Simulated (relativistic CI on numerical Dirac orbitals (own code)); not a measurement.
**What each ingredient does to the levels of I³⁵⁺**

Base calculation: Dirac-Coulomb-Breit CI, separate exchange-only KLI orbitals for each configuration, QED by a radiative potential, unscaled Slater integrals.

CI space (outside the closed core [Ne]): 3s²3p⁶, 3s²3p⁵3d, 3s3p⁶3d, 3s²3p⁵4s, 3s²3p⁵4p, 3s²3p⁵4d, 3s3p⁶4s, 3p⁶3d4p, 3p⁶3d², 3p⁵3d³, 3p⁵3d²4s, 3p⁵3d²4p, 3p⁵3d²4d, 3p⁶3d4s, 3p⁵3d4s², 3p⁵3d4s4p, 3p⁵3d4s4d. Double excitations out of closed p, d and f shells are left out; levels of such configurations are missing from the list, as are those of other unlisted configurations, and high levels can miss mixing partners.

Variants: (1) Breit term removed. Shifts of the energy above 3s²3p⁶ ¹S0, in eV, for the lowest level and the first level of each name with at least 55 % of one term (blank where a level changes its place among those of its configuration and J or its character, or is not in the variant):

```csv
Level,Base,Δ(1)
3s²3p⁶ ¹S0,0.000,0.000
3s²3p⁵3d ³P°0,152.621,+0.462
3s²3p⁵3d ³P°1,157.954,+0.690
3s²3p⁵3d ³F°3,163.338,+0.794
3s²3p⁵3d ³F°4,174.184,+1.390
3s²3p⁵3d ³D°3,185.438,+1.213
3s²3p⁵3d ³D°1,201.261,+1.133
3s²3p⁵3d ³F°2,231.372,+1.711
3s²3p⁵3d ¹P°1,263.497,+1.520
3s3p⁶3d ³D1,364.579,+0.492
3s3p⁶3d ³D2,367.752,+0.636
3s3p⁶3d ³D3,380.155,+1.162
3s3p⁶3d ¹D2,390.570,+1.037
3p⁶3d² ³F2,739.547,+1.090
3p⁶3d² ³F3,752.995,+1.666
3p⁶3d² ³P0,753.719,+0.908
3p⁶3d² ³F4,760.675,+2.010
3p⁶3d² ³P1,763.328,+1.358
3p⁶3d² ¹G4,773.847,+2.209
3p⁶3d² ¹S0,796.275,+1.621
3p⁵3d³ ⁵D°0,893.616,+1.540
3p⁵3d³ ³P°0,913.053,+1.754
```

At this charge energies of transitions that change n are usually good to better than 1 %, and those within a shell (Δn = 0) to a few per cent.

Ionisation energy from the two ground configurations alone: base 2430.64 eV; Breit term removed 2432.45 eV. The NIST ASD value (theoretical) is 2431 eV.

LS names give the leading component of a level, which can be under half, so a name can repeat, a term be missing and a line seem to break the LS rules.
